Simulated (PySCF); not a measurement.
Geometry:
```json
{"atom": "C1", "x (Å)": "-1.692", "y (Å)": "-1.234", "z (Å)": "-1.499"}
{"atom": "C2", "x (Å)": "-0.968", "y (Å)": "-0.221", "z (Å)": "-0.683"}
{"atom": "C3", "x (Å)": "0.206", "y (Å)": "0.317", "z (Å)": "-1.024"}
{"atom": "C4", "x (Å)": "0.956", "y (Å)": "1.298", "z (Å)": "-0.185"}
{"atom": "F5", "x (Å)": "1.629", "y (Å)": "2.195", "z (Å)": "-1.022"}
{"atom": "C6", "x (Å)": "1.959", "y (Å)": "0.708", "z (Å)": "0.743"}
{"atom": "F7", "x (Å)": "2.479", "y (Å)": "1.578", "z (Å)": "1.621"}
{"atom": "C8", "x (Å)": "2.376", "y (Å)": "-0.553", "z (Å)": "0.833"}
{"atom": "F9", "x (Å)": "2.001", "y (Å)": "-1.544", "z (Å)": "0.063"}
{"atom": "F10", "x (Å)": "3.234", "y (Å)": "-0.963", "z (Å)": "1.743"}
{"atom": "S11", "x (Å)": "-1.760", "y (Å)": "0.197", "z (Å)": "0.908"}
{"atom": "O12", "x (Å)": "-3.029", "y (Å)": "-0.554", "z (Å)": "0.888"}
{"atom": "O13", "x (Å)": "-1.919", "y (Å)": "1.669", "z (Å)": "0.868"}
{"atom": "O14", "x (Å)": "-0.775", "y (Å)": "-0.270", "z (Å)": "1.906"}
{"atom": "H15", "x (Å)": "-2.715", "y (Å)": "-0.887", "z (Å)": "-1.710"}
{"atom": "H16", "x (Å)": "-1.164", "y (Å)": "-1.450", "z (Å)": "-2.442"}
{"atom": "H17", "x (Å)": "-1.810", "y (Å)": "-2.163", "z (Å)": "-0.920"}
{"atom": "H18", "x (Å)": "0.702", "y (Å)": "0.025", "z (Å)": "-1.959"}
{"atom": "H19", "x (Å)": "0.241", "y (Å)": "1.875", "z (Å)": "0.429"}
```

Total charge -1.

Geometry: PBE0-D3(BJ)/def2-SVP; GIAO absolute shieldings from PySCF, gas phase, non-relativistic, averaged over equivalent atoms.

At PBE0/pcSseg-1 (270 basis functions):
```
      atoms  σ (ppm)
         C2     15.8
         C8     21.0
         C6     47.1
         C3     61.9
         C4     96.6
         C1    160.1
        F10    288.1
         F9    293.0
         F7    364.7
         F5    385.4
        S11    176.1
        O14     67.0
        O13     98.5
        O12     98.6
        H19    23.46
        H18    26.16
H15/H16/H17    29.35
```

Task: What do these become at WP04/pcSseg-1?

Result: 
```
      atoms  σ at WP04/pcSseg-1  change
         C2                 2.0   -13.8
         C8                 5.4   -15.6
         C6                30.0   -17.1
         C3                51.1   -10.8
         C4                81.2   -15.4
         C1               147.6   -12.5
        F10               285.0    -3.1
         F9               290.1    -2.9
         F7               350.6   -14.1
         F5               377.0    -8.4
        S11               146.9   -29.2
        O14                62.5    -4.5
        O13                90.3    -8.2
        O12                92.2    -6.4
        H19               23.87   +0.41
        H18               26.73   +0.57
H15/H16/H17               29.70   +0.35
```

The largest change is at S11 (sulfonyl sulfur). Cost: 270 basis functions. The order of the carbon signals is the same at both levels.
